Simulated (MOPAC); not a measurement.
MOPAC input (AM1):

```
AM1 PRECISE GNORM=0.05 LET XYZ UHF MS=0.5 GEO-OK AUX(PRECISION=9) THREADS=1
HBN

B    -0.00000000 1   -0.00000000 1   -0.83561304 1
N     0.00000000 1    0.00000000 1    0.39812868 1
H     0.00000000 1    0.00000000 1    1.39116444 1
```

Output:

```
 *******************************************************************************
 **                                                                           **
 **                              MOPAC v23.2.5                                **
 **                                                                           **
 *******************************************************************************
 ** MOPAC's Digital Object Identifier: https://doi.org/10.5281/zenodo.6511958 **
 **                                                                           **
 ** Please cite the open-source release paper for use of this MOPAC version:  **
 ** J. E. Moussa and J. J. P. Stewart (2026)                                  **
 ** MOPAC: An open-source semiempirical molecular orbital program             **
 ** J. Open Source Softw., 11(119), 8025, https://doi.org/10.21105/joss.08025 **
 *******************************************************************************

                              AM1 CALCULATION RESULTS

 *******************************************************************************
 *  AM1        - The AM1 Hamiltonian to be used
 *  GEO-OK     - OVERRIDE INTERATOMIC DISTANCE AND OTHER SAFETY CHECKS
 *  UHF        - UNRESTRICTED HARTREE-FOCK CALCULATION
 *  MS=        - IN MECI, MAGNETIC COMPONENT OF SPIN =  0.5
 *  LET        - OVERRIDE SOME SAFETY CHECKS
 *  PRECISE    - TIGHTER CRITERIA TO BE USED
 *  XYZ        - CARTESIAN COORDINATE SYSTEM TO BE USED
 *  GNORM      - EXIT WHEN GRADIENT NORM DROPS BELOW 0.050
 *  AUX        - OUTPUT AUXILIARY INFORMATION
 *******************************************************************************
AM1 PRECISE GNORM=0.05 LET XYZ UHF MS=0.5 GEO-OK AUX(PRECISION=9) THREADS=1
 HBN

   ATOM   CHEMICAL          X               Y               Z
  NUMBER   SYMBOL      (ANGSTROMS)     (ANGSTROMS)     (ANGSTROMS)

     1       B         -0.00000000  *  -0.00000000  *  -0.83561304  *
     2       N          0.00000000  *   0.00000000  *   0.39812868  *
     3       H          0.00000000  *   0.00000000  *   1.39116444  *

          CARTESIAN COORDINATES

    NO.       ATOM           X           Y           Z

     1         B         -0.0000     -0.0000     -0.8356
     2         N          0.0000      0.0000      0.3981
     3         H          0.0000      0.0000      1.3912

  H: (AM1): M.J.S. DEWAR ET AL, J. AM. CHEM. SOC. 107 3902-3909 (1985)
  B: (AM1): M.J.S. DEWAR ET AL, ORGANOMETALLICS, 7, 513-521 (1988)
  N: (AM1): M.J.S. DEWAR ET AL, J. AM. CHEM. SOC. 107 3902-3909 (1985)

           Empirical Formula: H N B  =     3 atoms

      MOLECULAR POINT GROUP   :   C*v

          UHF CALCULATION, NO. OF ALPHA ELECTRONS =    5
                           NO. OF BETA  ELECTRONS =    4

          Geometry optimization using EF

          DIAGONAL MATRIX USED AS START HESSIAN

 CYCLE:     1  GRAD.:   208.693 HEAT:  77.15770
 CYCLE:     2  GRAD.:  1166.034 HEAT:  147.4604
 CYCLE:     3  GRAD.:   240.757 HEAT:  78.39758
 CYCLE:     4  GRAD.:   127.132 HEAT:  76.83491
 CYCLE:     5  GRAD.:    33.037 HEAT:  70.62952
 CYCLE:     6  GRAD.:     7.331 HEAT:  70.32710
 CYCLE:     7  GRAD.:     0.545 HEAT:  70.30881
 CYCLE:     8  GRAD.:     0.015 HEAT:  70.30875

     GRADIENT =  0.01506 IS LESS THAN CUTOFF =  0.05000

 -------------------------------------------------------------------------------
 AM1 PRECISE GNORM=0.05 LET XYZ UHF MS=0.5 GEO-OK AUX(PRECISION=9) THREADS=1
 HBN

     GEOMETRY OPTIMISED USING EIGENVECTOR FOLLOWING (EF).
     SCF FIELD WAS ACHIEVED

                              AM1 CALCULATION
                                                       MOPAC v23.2.5 Linux

          FINAL HEAT OF FORMATION =         70.30875 KCAL/MOL =     294.17180 KJ/MOL

          COSMO AREA              =         63.48 SQUARE ANGSTROMS
          COSMO VOLUME            =         45.82 CUBIC ANGSTROMS

          GRADIENT NORM           =          0.01506          =       0.00870 PER ATOM
          IONIZATION POTENTIAL    =         11.960214 EV
          ALPHA SOMO LUMO (EV)    =        -12.046  3.711
          BETA  SOMO LUMO (EV)    =        -11.960 -1.814
          NO. OF ALPHA ELECTRONS  =          5
          NO. OF BETA  ELECTRONS  =          4
          MOLECULAR WEIGHT        =         25.8246         POINT GROUP:  C*v

          MOLECULAR DIMENSIONS (Angstroms)

            Atom       Atom       Distance
            H     3    B     1     2.12069
            N     2    B     1     0.00000
            H     3    N     2     0.00000

          SCF CALCULATIONS        =          9

   ATOM   CHEMICAL          X               Y               Z
  NUMBER   SYMBOL      (ANGSTROMS)     (ANGSTROMS)     (ANGSTROMS)

     1       B          0.00000000  *  -0.00000000  *  -0.78870688  *
     2       N         -0.00000000  *   0.00000000  *   0.37279616  *
     3       H          0.00000000  *  -0.00000000  *   1.33198529  *

                             CARTESIAN COORDINATES

   1    B        0.000000000    -0.000000000    -0.788706880
   2    N       -0.000000000     0.000000000     0.372796164
   3    H        0.000000000    -0.000000000     1.331985290

           Empirical Formula: H N B  =     3 atoms

      MOLECULAR POINT GROUP   :   C*v

          ALPHA EIGENVALUES
 -33.88065 -20.31983 -12.17751 -12.04646 -12.04646   3.71126   3.71126   4.47515
   8.46758

           BETA EIGENVALUES
 -33.73516 -19.67008 -11.96021 -11.96021  -1.81363   4.58468   4.58468   4.87581
   8.94833

              NET ATOMIC CHARGES AND DIPOLE CONTRIBUTIONS

  ATOM NO.   TYPE          CHARGE      No. of ELECS.   s-Pop       p-Pop
    1          B           0.168098        2.8319     1.25581     1.57609
    2          N          -0.457793        5.4578     1.46197     3.99582
    3          H           0.289694        0.7103     0.71031
 DIPOLE           X         Y         Z       TOTAL
 POINT-CHG.     0.000    -0.000     0.397     0.397
 HYBRID        -0.000     0.000     0.142     0.142
 SUM            0.000    -0.000     0.539     0.539

          ATOMIC ORBITAL ELECTRON POPULATIONS

     Atom    s        px        py        pz
    1  B   1.25581   0.52353   0.52353   0.52902
    2  N   1.46197   1.47647   1.47647   1.04289
    3  H   0.71031

                    (SZ)    =    0.500000
                    (S**2)  =    0.762033

          ATOMIC ORBITAL SPIN POPULATIONS

    Atom   Total    s     px     py     pz
         Atomic
    1  B  0.9657  0.519  0.063  0.063  0.320
    2  N -0.0359  0.029 -0.063 -0.063  0.062
    3  H  0.0703  0.070

 **********************
 *                    *
 * JOB ENDED NORMALLY *
 *                    *
 **********************

 == MOPAC DONE ==
```
